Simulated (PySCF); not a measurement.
Species: C5H9NO.
SMILES with atom numbers: `[CH3:1][NH:2][C:3](=[O:4])[CH:5]1[CH2:6][CH2:7]1`

NICS is the negative of the GIAO shielding at a point without a nucleus: at the ring centre (0) and 1 Å above and below it (1); zz is the component along the ring normal. Level: GIAO PBE0/pcSseg-1 (PySCF, non-relativistic, gas phase) on the GFN2-xTB geometry, one conformer.

Ring bond lengths (Å), with Mayer bond orders in brackets: C5–C6 1.508 (0.94), C6–C7 1.487 (0.99), C7–C5 1.508 (0.94).

Q: What do the NICS probes read (ppm)?

A: 
| ring | type | NICS(0) | NICS(1), two faces | NICS(1)zz, two faces | rms pucker (Å) | centre to ring atoms, mean (Å) |
| --- | --- | --- | --- | --- | --- | --- |
| C5–C6–C7 | 3-membered carbocycle; formal bonds all single | -44.7 | -9.0 / -8.4 | -24.7 / -23.8 | 0.00 | 0.87 |

Q: What can be read from them?

A: 
- C5–C6–C7: mean NICS(1)zz -24.3 ppm, shielded. C5, C6, C7 have four or more neighbours, so the value isn't read as a sign of a π ring current. NICS(0) lies 36 ppm below the mean NICS(1).

Q: What is the mean of the two in-plane components of NICS at the second NICS(1) probe listed for ring C5–C6–C7, 1 Å off the ring?

A: The isotropic value is a third of the trace: (3 × -8.4 − (-23.8))/2 = -0.7 ppm.

Q: How shielded are the nuclei of the rings and their hydrogens (means over atoms taken as equivalent)?

A: 
| atoms | environment | σ isotropic (ppm) |
| --- | --- | --- |
| C5 | sp3 carbon next to a carbonyl | 169.5 |
| C6 (×2) | three-membered-ring carbon | 177.5 |
| H on C5 | methine hydrogen | 30.94 |
| H on C6 (×2) | methylene hydrogen | 31.13 |
| H on C6 (×2) | methylene hydrogen | 30.73 |

The values belong to the conformer `[CH3:1][NH:2][C:3](=[O:4])[CH:5]1[CH2:6][CH2:7]1`: C1–N2–C3–O4 0°, N2–C3–C5–C6 -146°.
